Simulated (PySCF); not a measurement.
HI3OSi, SMILES O[Si](I)(I)I.

The structure is a stationary point at PBE-D3(BJ)/def2-SVP. The def2 effective core potentials stand for the cores of I; spin–orbit coupling is left out. The values are those of a single conformer.

Computed with PySCF with PBE/def2-TZVP.

Isolated molecule, no solvent.

```
Quantity                                                                                                          Value
---------------------------------------------------------------------------------------------  ------------------------
total energy                                                                                        -1258.40488 hartree
point group                                                                                                          Cs
highest occupied level                                                                                         -6.50 eV
lowest empty level                                                                                             -2.99 eV
orbital gap                                                                                                     3.51 eV
dipole moment                                                                                                 0.236 e·Å
quadrupole, principal values (traceless, Buckingham form, about the centre of nuclear charge)    -5.41, -1.89, 7.30 D·Å
mean static polarisability                                                                       130.3 bohr³ (19.30 Å³)
polarisability, principal values                                                               97.7, 146.4, 146.7 bohr³
```
